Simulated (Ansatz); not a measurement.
```yaml
crystal:
  periodic: [false, false, false]
  atoms:
    - {symbol: W, position_ang: [0.000085, -0.000066, 0.007163]}
    - {symbol: N, position_ang: [0.007443, -0.013627, 1.658805]}
    - {symbol: Cl, position_ang: [2.191368, 0.009142, -0.565151]}
    - {symbol: Cl, position_ang: [-1.103235, 1.902164, -0.534839]}
    - {symbol: Cl, position_ang: [-1.095660, -1.897603, -0.565978]}
basis:
  gaussian: {orbitals: def2-mTZVP, final_grid: {core_spheres: 1, valence_spheres: 1, degree: 5}}
hamiltonian: {xc: {name: wB97M-V}}
accuracy: high
scf: {lower_state_search: off}
output: {forces: true}
```

```sh
$ ansatz run in.yaml --threads 4 --pin off --events-out ev --progress --plain --max-ram 3916MiB
```

Output, abridged:

```
Functional definition: wB97M-V
2282 factors; integrals over basis functions are off by at most 2.4e-8 eV
442 factors; integrals over basis functions are off by at most 2.4e-9 eV
mean field evaluation 1: about -40869.7706 eV, gradient 8.4e1 eV
mean field evaluation 2: about -40802.7368 eV, gradient 1.9e2 eV
mean field evaluation 4: about -40883.9636 eV, gradient 4.8e0 eV
mean field evaluation 8: about -40883.1550 eV, gradient 1.6e2 eV
mean field evaluation 16: about -40891.9875 eV, gradient 2.3e-2 eV
mean field -40891.98754267 eV, -1502.7528246084 hartree, gradient 9.2e-8 eV, S^2 0.000000; 0 other end points of the search recorded, 0 dependent functions left out
reference -40891.98754413 eV, -1502.7528246620 hartree; 36, 36 occupied and 85, 85 virtual orbitals, 2282 factors
Total energy: -40891.98754413 eV, -1502.7528246620 hartree
Atom 0 at     0.000085    -0.000066     0.007163 Å, force     1.266116     0.125031   -14.858863 eV/Å
Atom 1 at     0.007443    -0.013627     1.658805 Å, force     0.080267    -0.119662    14.553527 eV/Å
Atom 2 at     2.191368     0.009142    -0.565151 Å, force    -0.029128    -0.003017     0.338015 eV/Å
Atom 3 at    -1.103235     1.902164    -0.534839 Å, force    -0.660259     0.756945    -0.010200 eV/Å
Atom 4 at    -1.095660    -1.897603    -0.565978 Å, force    -0.656996    -0.759298    -0.022480 eV/Å
Dipole moment:    -0.021727     0.002439    -0.296927 e Å
Checks for a lower state left out: stability, starts, cluster_reference, orbital_swaps, neighbouring_geometries, increment
```

Something in this input is off. What?

The integration grid is far too coarse. The calculation finished and met its thresholds. The result belongs to that input, not to the species as meant. The restricted singlet is unstable towards broken spin symmetry in Hartree–Fock (as tested in another run); at RKS ωB97M-V/def2-mTZVP this wasn't settled.
